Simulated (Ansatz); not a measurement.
`FC(F)(F)c1sc(-c2sc(-c3sc(C(F)(F)F)c4c3OCCO4)c3c2OCCO3)c2c1OCCO2`. The state is a singlet with charge 0. Geometry PBE-D4/def2-SVP, basis def2-SVP, Ansatz.

Cartesian coordinates in Å:
```
F 6.0460 2.2101 3.9317
C 5.9439 1.1144 3.1375
F 6.5285 0.0946 3.8155
F 6.6917 1.3458 2.0268
C 4.5321 0.8144 2.7672
S 4.0288 0.7862 1.0976
C 2.3685 0.4188 1.5371
C 1.3414 0.2068 0.5584
S -0.3175 -0.1747 0.9934
C -0.8080 -0.3343 -0.6874
C -2.1667 -0.6775 -1.0188
S -3.0761 -1.7880 -0.0091
C -4.4892 -1.6618 -1.0163
C -5.7582 -2.3599 -0.6619
F -6.7838 -1.4922 -0.4644
F -6.1622 -3.2181 -1.6312
F -5.6068 -3.0766 0.4826
C -4.2656 -0.8151 -2.0926
C -2.9483 -0.2509 -2.0931
O -2.5426 0.6514 -3.0293
C -3.3707 0.6212 -4.1946
C -4.8453 0.6350 -3.8148
O -5.1914 -0.5228 -3.0434
C 0.2708 -0.0837 -1.5350
C 1.4699 0.2338 -0.8307
O 2.6494 0.5075 -1.4594
C 2.6505 0.0786 -2.8263
C 1.3459 0.4610 -3.5142
O 0.2275 -0.1783 -2.8927
C 2.2474 0.3404 2.9256
C 3.4716 0.5624 3.6256
O 3.5604 0.5178 4.9807
C 2.2765 0.5587 5.6168
C 1.2809 -0.3550 4.9139
O 1.0711 0.0683 3.5615
H -3.1400 -0.2874 -4.7985
H -3.1129 1.5189 -4.7904
H -5.0785 1.5555 -3.2315
H -5.4864 0.6138 -4.7174
H 2.7957 -1.0252 -2.8717
H 3.5137 0.5731 -3.3125
H 1.2119 1.5673 -3.4858
H 1.3518 0.1308 -4.5714
H 1.8936 1.6049 5.6199
H 2.4350 0.2350 6.6637
H 1.6519 -1.4055 4.9247
H 0.2939 -0.3193 5.4141
```

```csv
run,HOMO (eV),LUMO (eV)
A,-4.51,-2.36
B,-5.51,-1.91
C,-4.70,-2.56
D,-4.76,-2.45
E,-5.15,-2.25
```

HSE06 is defined as in plane-wave codes, on full-range PBE exchange. Single mean-field runs in def2-SVP are fitted with def2-universal-jkfit.

**Question.** The runs used HSE06, LDA (SPW92), PBE, PBE0, r2SCAN. Estimate which is which.

**Answer.** A PBE (0 % exact exchange); B PBE0 (25 % exact exchange); C LDA (SPW92) (0 % exact exchange); D r2SCAN (0 % exact exchange); E HSE06 (range-separated). Exact exchange lowers occupied and raises empty levels; among semilocal functionals meta-GGAs tend to open the gap a little, and such runs are hard to tell apart. The gap grows from 2.14 eV (LDA (SPW92)) to 3.60 eV (PBE0).
